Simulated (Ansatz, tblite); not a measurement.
Forces on K₆F₅⁺ at its PBE0-D4/def2-SVP geometry. Charge 1, multiplicity 1.

The xTB rows come from tblite. The structure comes from a short search, and lower isomers may exist.

GFN1-xTB (tblite), largest force 0.31 eV/Å:

```xyz
11
positions Å, forces eV/Å
K    -1.283   -1.599    2.179    0.210    0.096   -0.111
K     1.700    1.747   -2.538   -0.206   -0.090    0.219
K     2.289   -0.749    1.773   -0.250   -0.013   -0.059
K     0.149   -1.214   -1.207    0.035   -0.013    0.272
K    -0.292    1.739    1.084    0.052   -0.265   -0.106
K    -2.791    0.686   -2.029    0.264    0.021    0.165
F    -0.498    0.800   -2.728   -0.011    0.006   -0.082
F     0.650   -2.324    0.861    0.000   -0.041   -0.083
F     1.661    0.776   -0.296    0.145    0.154   -0.138
F     0.270    0.197    2.800   -0.017    0.080    0.020
F    -1.855   -0.060    0.102   -0.223    0.067   -0.097
```

GFN2-xTB (tblite), largest force 0.45 eV/Å:

```
K 0.362 0.071 -0.046
K -0.322 -0.172 0.262
K -0.357 -0.100 0.033
K 0.098 -0.243 0.350
K 0.098 -0.334 0.164
K 0.410 0.001 0.177
F 0.002 0.025 0.076
F -0.096 0.326 -0.154
F -0.018 0.200 -0.259
F -0.052 0.049 -0.354
F -0.126 0.176 -0.248
```

PBE-D4/def2-TZVP (Ansatz), largest force 0.28 eV/Å:

```
K -0.156 -0.072 0.069
K 0.147 0.115 -0.076
K 0.182 0.007 0.031
K -0.008 -0.005 -0.099
K -0.034 0.112 -0.082
K -0.196 0.033 -0.036
F -0.019 0.009 -0.151
F 0.068 -0.263 0.046
F 0.097 0.028 0.010
F 0.016 0.053 0.258
F -0.097 -0.017 0.031
```
